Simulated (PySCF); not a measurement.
ScCl2, SMILES [Cl][Sc][Cl] (connectivity only; charge and spin as stated), neutral, multiplicity 2.

Coordinates come from a B3LYP-D3(BJ)/def2-TZVP optimisation. The spin state was assumed, not searched. The isomer is the one that the SMILES or the coordinates give; other isomers of the formula were not compared.

The numbers are results of ωB97X/def2-TZVPD (PySCF), not measurements.

Gas-phase values at a fixed geometry.

| Quantity | Value |
|---|---|
| total energy | -1681.25690 hartree |
| point group | C2v |
| α spin, highest occupied and lowest empty level | -7.55 and -0.47 eV |
| β spin, highest occupied and lowest empty level | -11.28 and -0.73 eV |
| dipole moment | 4.62 D |
| quadrupole, principal values (traceless, Buckingham form, about the centre of nuclear charge) | -17.58, 3.78, 13.80 D·Å |
| mean static polarisability | 90.6 bohr³ (13.43 Å³) |
| polarisability, principal values | 64.3, 76.2, 131.3 bohr³ |
| ⟨S²⟩ | 0.751 (pure state 0.75) |
